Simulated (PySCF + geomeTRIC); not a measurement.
All values below come from M06-2X/def2-TZVP (PySCF + geomeTRIC). fastk is a local helper that only speeds up exchange builds. No frequencies were computed at this level.

```python
import json, numpy as np
from pyscf import gto, dft
from fastk import lowrank_exchange
atoms = """
B     -0.175227     0.005394    -0.463655
Br     1.655008    -0.050963    -0.662274
H     -0.687733     1.024681    -0.206163
H     -0.792055    -0.979115    -0.598497
"""
def scf(charge, spin, dm0=None):
    mol = gto.M(atom=atoms, basis='def2-tzvp', ecp={}, charge=charge, spin=spin, verbose=3, max_memory=3780)
    mf = dft.KS(mol, xc='m062x').density_fit(auxbasis="def2-universal-jkfit")
    mf.grids.level = 4
    mf.conv_tol = 1e-8
    mf.max_cycle = 60
    mf.kernel(dm0)
    if not mf.converged:
        mf = mf.newton().run(mf.mo_coeff, mf.mo_occ).undo_soscf()
    return mf
mf = scf(0, 0)
from pyscf.geomopt.geometric_solver import kernel as optimize
path = []
done, mol = optimize(mf, maxsteps=80, assert_convergence=False, callback=lambda env: path.append((env["energy"], bool(env["g_scanner"].converged))))
res = dict(converged=bool(done and path[-1][1]), energy=path[-1][0], path=[e for e, c in path], xyz=mol.atom_coords(unit="Angstrom").tolist(), nao=mol.nao)
json.dump(res, open("result.json", "w"))
```

Output:

```
converged SCF energy = -2600.24614960455
Geometry optimization cycle 1
converged SCF energy = -2600.24614960456
cycle 1: E = -2600.2461496  dE = -2600.25  norm(grad) = 0.0329977
Geometry optimization cycle 2
converged SCF energy = -2600.24758831513
cycle 2: E = -2600.24758832  dE = -0.00143871  norm(grad) = 0.0043607
Geometry optimization cycle 3
converged SCF energy = -2600.24763546144
cycle 3: E = -2600.24763546  dE = -4.71463e-05  norm(grad) = 0.00195954
Geometry optimization cycle 4
converged SCF energy = -2600.24764505383
cycle 4: E = -2600.24764505  dE = -9.59239e-06  norm(grad) = 0.000821902
Geometry optimization cycle 5
converged SCF energy = -2600.24763773838
cycle 5: E = -2600.24763774  dE = 7.31545e-06  norm(grad) = 0.00159982
Geometry optimization cycle 6
converged SCF energy = -2600.2476468634
cycle 6: E = -2600.24764686  dE = -9.12502e-06  norm(grad) = 0.000448823
Geometry optimization cycle 7
converged SCF energy = -2600.24764770342
cycle 7: E = -2600.2476477  dE = -8.40019e-07  norm(grad) = 5.13691e-05
<class 'geometric.internal.Distance'> : 3
<class 'geometric.internal.Angle'> : 2
<class 'geometric.internal.OutOfPlane'> : 1
<class 'geometric.internal.TranslationX'> : 1
<class 'geometric.internal.TranslationY'> : 1
<class 'geometric.internal.TranslationZ'> : 1
<class 'geometric.internal.RotationA'> : 1
<class 'geometric.internal.RotationB'> : 1
<class 'geometric.internal.RotationC'> : 1
Step    0 : Gradient = 1.650e-02/2.430e-02 (rms/max) Energy = -2600.2461496046
Step    1 : Displace = 2.660e-02/4.048e-02 (rms/max) Trust = 1.000e-01 (=) Grad = 2.180e-03/3.583e-03 (rms/max) E (change) = -2600.2475883151 (-1.439e-03) Quality = 0.972
Step    2 : Displace = 5.281e-03/7.267e-03 (rms/max) Trust = 1.414e-01 (+) Grad = 9.798e-04/1.606e-03 (rms/max) E (change) = -2600.2476354614 (-4.715e-05) Quality = 1.438
Step    3 : Displace = 5.012e-03/6.518e-03 (rms/max) Trust = 2.000e-01 (+) Grad = 4.110e-04/7.058e-04 (rms/max) E (change) = -2600.2476450538 (-9.592e-06) Quality = 0.719
Step    4 : Displace = 4.917e-03/8.122e-03 (rms/max) Trust = 2.000e-01 (=) Grad = 7.999e-04/1.354e-03 (rms/max) E (change) = -2600.2476377384 (+7.315e-06) Quality = -1.041
Step    5 : Displace = 2.512e-03/4.272e-03 (rms/max) Trust = 2.458e-03 (x) Grad = 2.244e-04/3.721e-04 (rms/max) E (change) = -2600.2476468634 (-1.810e-06) Quality = 0.333
Step    6 : Displace = 1.027e-03/1.427e-03 (rms/max) Trust = 2.458e-03 (=) Grad = 2.568e-05/4.534e-05 (rms/max) E (change) = -2600.2476477034 (-8.400e-07) Quality = 1.077
Converged! =D
```

Cost: around 50 core-seconds (rough).
